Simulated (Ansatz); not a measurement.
A run for Ansatz (a quantum-chemistry and plane-wave program): U-CCSD(T)/cc-pV(Q+d)Z on S2 (SMILES S=S), 2S+1 = 1, a spin state set in the input, which need not be the lowest. Files ending in .json are basis or fitting sets from the Basis Set Exchange.

Ansatz 0.2 input:
```yaml
crystal:
  periodic: [false, false, false]
  atoms:
    - {symbol: S, position_ang: [-0.00000000, -0.00000000, -0.95219372]}
    - {symbol: S, position_ang: [0.00000000, 0.00000000, 0.95219372]}
basis:
  gaussian:
    orbitals: cc-pV_Q+d_Z.json
correlation: {method: ccsd_t, electrons: outside_noble_gas}
scf: {omitted_lower_state_checks: [cluster_reference]}
magnetization: {spin_polarized: true, initial_magnetization: 0}
```

Program output:

```
WARN ansatz: RAYON_NUM_THREADS=2 ignored (pool sized by the plan → 2); use --threads N
Functional definition: HF
these checks for a lower state are left out or cut short: cluster_reference
integrals: 0.36 GiB planned
787 factors; integrals over basis functions are off by at most 6.5e-4 eV
mean field: 0.43 GiB planned
mean field evaluation 1: about -21633.9008 eV, gradient 7.0e0 eV
mean field evaluation 2: about -21634.0578 eV, gradient 7.3e0 eV
mean field evaluation 4: about -21634.4694 eV, gradient 9.2e-1 eV
mean field evaluation 8: about -21634.4814 eV, gradient 5.0e-3 eV
mean field evaluation 16: about -21634.6334 eV, gradient 1.1e0 eV
mean field evaluation 32: about -21635.6465 eV, gradient 2.6e-6 eV
mean field evaluation 64: about -21635.6451 eV, gradient 2.5e-1 eV
mean field evaluation 96: about -21633.5721 eV, gradient 1.3e1 eV
mean field evaluation 128: about -21633.4878 eV, gradient 1.0e1 eV
mean field evaluation 160: about -21634.0460 eV, gradient 7.4e0 eV
mean field -21635.64647806 eV, -795.0953429010 hartree, gradient 5.0e-6 eV, S^2 1.061748; 14 other end points of the search recorded, 0 dependent functions left out
10 core orbitals not correlated
reference -21635.64647806 eV, -795.0953429010 hartree; 6, 6 occupied and 112, 112 virtual orbitals, 787 factors
second order -9.20496742 eV of doubles, -0.00000000 eV of singles
coupled cluster: 0.81 GiB planned
cycle   1  -9.54473607 eV  change   -3.4e-1 eV  update   9.0e-2
cycle   2  -9.87923108 eV  change   -3.3e-1 eV  update   3.2e-2
cycle   3  -9.95951951 eV  change   -8.0e-2 eV  update   2.0e-2
cycle   4  -9.95881401 eV  change    7.1e-4 eV  update   1.1e-2
cycle   5  -9.96368518 eV  change   -4.9e-3 eV  update   6.1e-3
cycle   6  -9.96610481 eV  change   -2.4e-3 eV  update   2.4e-3
cycle   7  -9.96674942 eV  change   -6.4e-4 eV  update   5.4e-4
cycle   8  -9.96704021 eV  change   -2.9e-4 eV  update   1.9e-4
cycle   9  -9.96693016 eV  change    1.1e-4 eV  update   8.0e-5
cycle  10  -9.96694985 eV  change   -2.0e-5 eV  update   4.3e-5
cycle  11  -9.96696091 eV  change   -1.1e-5 eV  update   2.3e-5
cycle  12  -9.96695754 eV  change    3.4e-6 eV  update   1.0e-5
coupled cluster: 0.82 GiB planned
perturbative correction -0.64159356 eV, -0.0235781283 hartree
WARN: the results are in doubt because among natural orbitals full CI differs from the method by +0.515 eV
Total energy: -21646.25502916 eV, -795.4851999631 hartree
In doubt: among natural orbitals full CI differs from the method by +0.515 eV
Checks for a lower state left out: cluster_reference
```

The calculation finished and met its thresholds. Its determinant has ⟨S²⟩ = 1.06, a mixture of spin states.

Warnings raised: large difference.

Cost: about 30 core-seconds (a rough figure).
